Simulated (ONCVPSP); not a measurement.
## An all-electron radial function and its pseudo partner (chlorine)

Columns: radius, all-electron u(r) and pseudo u(r) of the 3s shell (level -23.38 eV) of chlorine in the configuration [Ne] 3s2 3p4.75; LDA (Perdew-Zunger), scalar-relativistic, ONCV scheme, ONCVPSP 4.0.1.

```csv
r (bohr),all-electron,pseudo
0.078,0.1770,0.0131
0.155,-0.1479,0.0313
0.232,-0.3814,0.0590
0.310,-0.4428,0.0995
0.388,-0.3691,0.1539
0.465,-0.2186,0.2206
0.542,-0.0342,0.2988
0.620,0.1574,0.3867
0.698,0.3357,0.4795
0.775,0.4891,0.5711
0.852,0.6161,0.6577
0.930,0.7173,0.7354
1.008,0.7923,0.7987
1.085,0.8431,0.8448
1.162,0.8738,0.8741
1.240,0.8876,0.8876
1.318,0.8871,0.8870
1.395,0.8752,0.8752
1.472,0.8545,0.8545
1.550,0.8268,0.8268
1.628,0.7941,0.7941
1.705,0.7584,0.7584
1.782,0.7206,0.7206
1.860,0.6811,0.6811
1.938,0.6413,0.6412
2.015,0.6022,0.6022
```

(1) How many radial nodes do the two functions have?

(2) At about which radius was the pseudo-wave matched?

(3) Is the pseudo-wave norm-conserving?

## Answers

(1) The all-electron 3s function has n − l − 1 = 2; the pseudo-wave has 0, since the states of the same l below it are removed with the core.

(2) 1.30 bohr. The columns agree to 0.0005 from 1.16 bohr on; several derivatives are matched, so the curves merge somewhat inside the radius.

(3) Yes: the ONCV scheme keeps the norm inside the radius equal to the all-electron one, which fixes the energy derivative of the logarithmic derivative at the level.
